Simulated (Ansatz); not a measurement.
CH$_{6}$GeOSi, SMILES `[CH2]1[SiH2][O][GeH2]1`, relaxed with RKS PBE-D4/def2-SVP in Ansatz from a rough embedded geometry. The force threshold is 0.03 eV/Å; the program also tests the step.

Charge 0, multiplicity 1.

Start:

```xyz
10

C    -0.540    0.223    0.698
Si    0.591    1.169   -0.355
O     0.909   -0.266   -1.215
Ge   -0.103   -1.380   -0.244
H    -0.207    0.210    1.794
H    -1.625    0.571    0.639
H    -0.076    2.128   -1.206
H     1.821    1.624    0.379
H     0.611   -2.417    0.597
H    -1.380   -1.863   -1.087
```

```json
{"step": "1", "energy (eV)": "-67549.8447", "largest force (eV/Å)": "3.194", "largest move (Å)": "0.000"}
{"step": "2", "energy (eV)": "-67550.3045", "largest force (eV/Å)": "1.367", "largest move (Å)": "0.175"}
{"step": "3", "energy (eV)": "-67550.3619", "largest force (eV/Å)": "0.429", "largest move (Å)": "0.043"}
{"step": "4", "energy (eV)": "-67550.3682", "largest force (eV/Å)": "0.083", "largest move (Å)": "0.012"}
{"step": "5", "energy (eV)": "-67550.3688", "largest force (eV/Å)": "0.019", "largest move (Å)": "0.009"}
```

End:

```xyz
10

C    -0.608    0.274    0.814
Si    0.622    1.129   -0.379
O     0.954   -0.308   -1.236
Ge   -0.180   -1.367   -0.228
H    -0.302    0.223    1.877
H    -1.665    0.598    0.748
H     0.007    2.192   -1.251
H     1.845    1.699    0.288
H     0.626   -2.482    0.491
H    -1.301   -1.958   -1.125
```

Run time 7.5 s (4 threads of an Arm Neoverse V2 on a shared host); peak host memory 0.16 GiB.
